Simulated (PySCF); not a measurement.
PySCF input file for CH6O2Si2, SMILES O=CO[SiH2][SiH3], TDA-CAM-B3LYP/def2-SVPD. The structure is a stationary point at PBE0-D3(BJ)/def2-SVP. The structure was generated by enumeration, and PubChem lists no compound with its InChIKey, so it may never have been made. The values are those of a single conformer.

```python
import numpy as np
from pyscf import gto, scf, dft, tdscf

mol = gto.M(
    atom='''
    O     1.07240333   -0.01577115   -1.52128877
    C     1.80745100    0.11311035   -0.58049593
    O     1.43430235    0.16619857    0.68902256
    Si   -0.20821263    0.05540251    1.22331606
    Si   -1.71408478   -0.17063790   -0.55678882
    H     2.90992489    0.20466650   -0.67231212
    H    -0.43419901    1.29853914    2.01500745
    H    -0.23101579   -1.11420767    2.14805363
    H    -1.48245823   -1.44029218   -1.30055235
    H    -1.67224746    1.01949416   -1.45171612
    H    -3.07619225   -0.23698582    0.07124337
    ''',
    basis='def2-SVPD',
    charge=0,
    spin=0,
    max_memory=1600,
    verbose=4,
)
mf = dft.RKS(mol, xc='cam-b3lyp').density_fit(auxbasis='def2-universal-jkfit')
mf.grids.level = 3
mf.conv_tol = 1e-9
mf.max_cycle = 100
mf.kernel()
mf.grids = dft.Grids(mol).set(level=1).build(with_non0tab=True)  # coarser grid for the response kernel
td = tdscf.TDA(mf)
td.singlet = True
td.nstates = 10
td.conv_tol = 1e-4
td.positive_eig_threshold = 1e-6
td.kernel(x0=td.get_init_guess(mf, 15))
td.analyze()
tt = tdscf.TDA(mf)
tt.singlet = False
tt.nstates = 4
tt.conv_tol = 1e-4
tt.positive_eig_threshold = 1e-6
tt.kernel(x0=tt.get_init_guess(mf, 9))
tt.analyze(verbose=3)
```

It prints:

```
PySCF version 2.14.0

[INPUT] verbose = 4
[INPUT] num. atoms = 11
[INPUT] num. electrons = 56
[INPUT] charge = 0
[INPUT] spin (= nelec alpha-beta = 2S) = 0
[INPUT] symmetry False subgroup None
[INPUT] Mole.unit = angstrom
[INPUT] Symbol           X                Y                Z      unit          X                Y                Z       unit  Magmom
[INPUT]  1 O      1.072403330000  -0.015771150000  -1.521288770000 AA    2.026548588772  -0.029803154169  -2.874819131676 Bohr   0.0
[INPUT]  2 C      1.807451000000   0.113110350000  -0.580495930000 AA    3.415587373571   0.213747583354  -1.096978324125 Bohr   0.0
[INPUT]  3 O      1.434302350000   0.166198570000   0.689022560000 AA    2.710438621320   0.314069779594   1.302063932047 Bohr   0.0
[INPUT]  4 Si    -0.208212630000   0.055402510000   1.223316060000 AA   -0.393464846375   0.104695570513   2.311732317182 Bohr   0.0
[INPUT]  5 Si    -1.714084780000  -0.170637900000  -0.556788820000 AA   -3.239150788485  -0.322458897471  -1.052178379020 Bohr   0.0
[INPUT]  6 H      2.909924890000   0.204666500000  -0.672312120000 AA    5.498961085155   0.386763631873  -1.270485777026 Bohr   0.0
[INPUT]  7 H     -0.434199010000   1.298539140000   2.015007450000 AA   -0.820517212457   2.453883336628   3.807812219458 Bohr   0.0
[INPUT]  8 H     -0.231015790000  -1.114207670000   2.148053630000 AA   -0.436556573550  -2.105547342190   4.059233061578 Bohr   0.0
[INPUT]  9 H     -1.482458230000  -1.440292180000  -1.300552350000 AA   -2.801440045807  -2.721757759553  -2.457687752159 Bohr   0.0
[INPUT] 10 H     -1.672247460000   1.019494160000  -1.451716120000 AA   -3.160089711900   1.926564747994  -2.743345877416 Bohr   0.0
[INPUT] 11 H     -3.076192250000  -0.236985820000   0.071243370000 AA   -5.813160859010  -0.447838295205   0.134630457491 Bohr   0.0

nuclear repulsion = 285.787633101238
number of shells = 70
number of NR pGTOs = 240
number of NR cGTOs = 162
basis = def2-SVPD
ecp = {}


[settings echo left out]
init E= -771.081623795815
  HOMO = -0.310318057883102  LUMO = -0.0499214121725484  gap/eV = 7.08575
cycle= 1 E= -770.641175630535  delta_E= 0.44  |g|= 0.912  |ddm|= 3.81
  HOMO = -0.237872312351668  LUMO = 0.0163635405668869  gap/eV = 6.91811
cycle= 2 E= -770.47691864561  delta_E= 0.164  |g|= 1.35  |ddm|= 1.99
  HOMO = -0.360265920944936  LUMO = 0.0171317684481265  gap/eV = 10.26951
cycle= 3 E= -770.802836345236  delta_E= -0.326  |g|= 0.153  |ddm|= 1.28
  HOMO = -0.353331198914249  LUMO = 0.0232023072235241  gap/eV = 10.24600
cycle= 4 E= -770.80635344911  delta_E= -0.00352  |g|= 0.0735  |ddm|= 0.162
  HOMO = -0.352615426205681  LUMO = 0.0263133128546918  gap/eV = 10.31118
cycle= 5 E= -770.807341880158  delta_E= -0.000988  |g|= 0.00914  |ddm|= 0.0709
  HOMO = -0.354666636759654  LUMO = 0.025074644990205  gap/eV = 10.33329
cycle= 6 E= -770.807365615431  delta_E= -2.37e-05  |g|= 0.00193  |ddm|= 0.0171
  HOMO = -0.354398348217121  LUMO = 0.025322628229429  gap/eV = 10.33273
cycle= 7 E= -770.807367113639  delta_E= -1.5e-06  |g|= 0.000412  |ddm|= 0.00517
  HOMO = -0.35445799597482  LUMO = 0.0253012970019239  gap/eV = 10.33378
cycle= 8 E= -770.807367199879  delta_E= -8.62e-08  |g|= 0.000133  |ddm|= 0.00111
  HOMO = -0.354461855769817  LUMO = 0.0252964582654307  gap/eV = 10.33375
cycle= 9 E= -770.807367206157  delta_E= -6.28e-09  |g|= 4.97e-05  |ddm|= 0.000239
  HOMO = -0.354459470735885  LUMO = 0.0253000585518897  gap/eV = 10.33378
cycle= 10 E= -770.807367207043  delta_E= -8.86e-10  |g|= 8.43e-06  |ddm|= 0.000104
  HOMO = -0.354459735220368  LUMO = 0.0253003147559726  gap/eV = 10.33380
Extra cycle  E= -770.807367207054  delta_E= -1.09e-11  |g|= 1.04e-05  |ddm|= 2.46e-05
converged SCF energy = -770.807367207054
tot grids = 43200
Overwritten attributes  positive_eig_threshold  of <class 'pyscf.tdscf.rks.TDA'>


******** <class 'pyscf.tdscf.rks.TDA'> for <class 'pyscf.df.df_jk.DFRKS'> ********
nstates = 10 singlet
deg_eia_thresh = 1.000e-03
wfnsym = None
conv_tol = 0.0001
eigh lindep = 1e-12
eigh level_shift = 0
eigh max_cycle = 100


Excitation energies (eV)
[5.85231583 6.90143199 7.28472347 7.5935214  7.74341048 7.77115374
 7.77364891 8.13467895 8.34243256 8.4445447 ]

** Singlet excitation energies and oscillator strengths **
Excited State   1:      5.85232 eV    211.85 nm  f=0.0025
      25 -> 30       -0.18819
      27 -> 30       -0.56124
      28 -> 30       -0.35986
Excited State   2:      6.90143 eV    179.65 nm  f=0.0299
      27 -> 29       -0.20531
      28 -> 29        0.65138
Excited State   3:      7.28472 eV    170.20 nm  f=0.0052
      22 -> 30       -0.20471
      25 -> 30        0.10919
      27 -> 30        0.33082
      28 -> 30       -0.57106
Excited State   4:      7.59352 eV    163.28 nm  f=0.0160
      26 -> 29        0.22766
      27 -> 33        0.10087
      28 -> 33       -0.62362
Excited State   5:      7.74341 eV    160.12 nm  f=0.0017
      24 -> 30       -0.10290
      26 -> 30        0.31627
      27 -> 29       -0.45419
      28 -> 29       -0.13340
      28 -> 31       -0.29436
      28 -> 32       -0.18198
Excited State   6:      7.77115 eV    159.54 nm  f=0.0189
      26 -> 29        0.58573
      28 -> 31       -0.21479
      28 -> 33        0.20749
Excited State   7:      7.77365 eV    159.49 nm  f=0.0125
      26 -> 29       -0.23769
      26 -> 30       -0.15781
      27 -> 29        0.13179
      27 -> 31        0.10971
      28 -> 31       -0.55991
      28 -> 32        0.12844
      28 -> 33       -0.10545
      28 -> 35       -0.10975
Excited State   8:      8.13468 eV    152.41 nm  f=0.2812
      26 -> 30        0.11619
      27 -> 29        0.32516
      27 -> 31        0.13872
      28 -> 32       -0.55665
Excited State   9:      8.34243 eV    148.62 nm  f=0.0564
      25 -> 29        0.26505
      25 -> 31       -0.10294
      26 -> 30       -0.31272
      27 -> 29       -0.25559
      27 -> 31        0.38669
      27 -> 34        0.10907
      28 -> 29       -0.11911
      28 -> 32       -0.11352
      28 -> 34        0.11447
Excited State  10:      8.44454 eV    146.82 nm  f=0.2094
      26 -> 30        0.32830
      27 -> 31        0.40590
      27 -> 32       -0.10972
      27 -> 33       -0.17866
      27 -> 34        0.13770
      28 -> 32        0.20920
      28 -> 34        0.15597

** Transition electric dipole moments (AU) **
state          X           Y           Z        Dip. S.      Osc.
  1        -0.0101      0.1322     -0.0095      0.0177      0.0025
  2         0.3126      0.0138     -0.2815      0.1771      0.0299
  3        -0.0063      0.1695     -0.0130      0.0290      0.0052
  4        -0.0243      0.2917     -0.0152      0.0859      0.0160
  5        -0.0133     -0.0155      0.0936      0.0092      0.0017
  6        -0.0628     -0.3077      0.0239      0.0992      0.0189
  7        -0.2265      0.1155      0.0291      0.0655      0.0125
  8         1.0178      0.1070      0.6030      1.4110      0.2812
  9        -0.3108      0.0080      0.4233      0.2758      0.0564
 10        -0.2982     -0.1554     -0.9481      1.0121      0.2094

** Transition velocity dipole moments (imaginary part, AU) **
state          X           Y           Z        Dip. S.      Osc.
  1        -0.0000      0.0038     -0.0003      0.0000      0.0000
  2         0.0381      0.0014     -0.0266      0.0022      0.0057
  3         0.0012      0.0090     -0.0001      0.0001      0.0002
  4         0.0000      0.0076     -0.0001      0.0001      0.0001
  5         0.0327      0.0064      0.0823      0.0079      0.0184
  6        -0.0343     -0.0264     -0.0102      0.0020      0.0046
  7        -0.0829      0.0018     -0.0136      0.0071      0.0165
  8         0.2644      0.0297      0.1722      0.1004      0.2239
  9        -0.0841     -0.0047      0.0398      0.0087      0.0189
 10        -0.0613     -0.0230     -0.1737      0.0344      0.0740

** Transition magnetic dipole moments (imaginary part, AU) **
state          X           Y           Z
  1        -0.4465     -0.0910     -0.7241
  2        -0.0571      0.6860     -0.0357
  3         0.1706     -0.0208     -0.3059
  4        -0.2119     -0.0544     -0.4125
  5         0.0505     -0.8570      0.0071
  6        -0.3630      0.0918     -0.8893
  7         0.1133      0.2895      0.3338
  8         0.1056     -1.3857      0.0734
  9        -0.1053      1.5487     -0.0901
 10        -0.0965     -0.4166     -0.0416


******** <class 'pyscf.tdscf.rks.TDA'> for <class 'pyscf.df.df_jk.DFRKS'> ********
nstates = 4 triplet
deg_eia_thresh = 1.000e-03
wfnsym = None
conv_tol = 0.0001
eigh lindep = 1e-12
eigh level_shift = 0
eigh max_cycle = 100


Excitation energies (eV)
[5.29512375 6.03687819 6.1131127  6.55351695]

** Triplet excitation energies and oscillator strengths **
Excited State   1:      5.29512 eV    234.15 nm  f=0.0000
Excited State   2:      6.03688 eV    205.38 nm  f=0.0000
Excited State   3:      6.11311 eV    202.82 nm  f=0.0000
Excited State   4:      6.55352 eV    189.19 nm  f=0.0000
```

The calculation finished and met its thresholds.
